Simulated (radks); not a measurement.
Task: The mean radii <r> (bohr) of the occupied orbitals of an atom or ion are listed with their occupations. Calculated with a radial shooting solver on a logarithmic mesh with Libxc functionals: scalar-relativistic Kohn-Sham, LDA (Slater exchange, Perdew-Wang correlation), spin-polarised, spherical densities, finite nucleus; Fermi nuclear charge, rms radius of each element as measured or else 0.836 A^(1/3) + 0.57 fm.

orbital  occ.      <r>
1s          2  0.02039
2s          2  0.08647
2p          6  0.07669
3s          2   0.2233
3p          6   0.2218
3d         10   0.2003
4s          2   0.4592
4p          6   0.4718

Name the element and its charge. Open shells, if any, are filled with parallel spins first.

Result: Z = 68, erbium, charge +32: Er32+ in [Kr]. The 1s radius gives Z: for a bare nucleus <r> = (2 gamma + 1)/(2Z) with gamma = sqrt(1 - (Z/c)^2), 0.02012 bohr for Z = 68, and screening makes it slightly larger (0.02039 here). The occupations add up to 36, and the charge is Z minus that.
